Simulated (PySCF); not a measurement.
Positional isomers: thiophene mercapto+boryl. Isolated molecules, 0 K electronic values unless said otherwise. One relaxed conformer stands for each flexible species; it need not be the lowest. Strings in code marks are SMILES. All members: neutral, multiplicity 1. Level: PBE0-D4/def2-TZVP // PBE0-D4/def2-SVP (PySCF). Delta-SCF ions had no search for a lower state.  The removal energy is E(N − 1 electrons) − E(N electrons) at the parent's geometry; ε(HOMO) is measured against the vacuum level.

| species | −ε(HOMO) (eV) | vertical ionisation energy (Delta-SCF) (eV) |
|---|---|---|
| `Bc1cscc1S` (H–B–C–C torsion 180°, C–C–S–H torsion 0°) | 6.39 | 8.23 |
| `Bc1ccsc1S` (H–B–C–C torsion 180°, S–C–S–H torsion 180°) | 6.43 | 8.22 |
| `Bc1sccc1S` (H–B–C–S torsion -180°, C–C–S–H torsion -180°) | 6.55 | withheld |
| `Bc1ccc(S)s1` (H–B–C–S torsion 0°, S–C–S–H torsion 0°) | 6.62 | 8.37 |
| `Bc1cc(S)cs1` (H–B–C–S torsion 0°, C–C–S–H torsion 55°) | 6.90 | 8.73 |
| `Bc1csc(S)c1` (H–B–C–C torsion 0°, S–C–S–H torsion 79°) | 7.15 | 8.93 |

### Question
Fit vertical ionisation energy (Delta-SCF) = a + b·x to the 5 complete rows by least squares, with x = −ε(HOMO) in eV. Give a, b and the rms residual, and predict the withheld value.

### Answer
Means of the 5 rows: x̄ = 6.698, ȳ = 8.496 eV. Σ(x − x̄)² = 0.41788 and Σ(x − x̄)(y − ȳ) = 0.40916, so b = 0.979 and a = ȳ − b·x̄ = 1.939 eV. The rms residual is 0.033 eV. At x = 6.55 the line gives 8.35 eV. The run for `Bc1sccc1S` (H–B–C–S torsion -180°, C–C–S–H torsion -180°) gave 8.38 eV, so the line is off by 0.03 eV, within twice the rms residual.

Codes: PySCF.
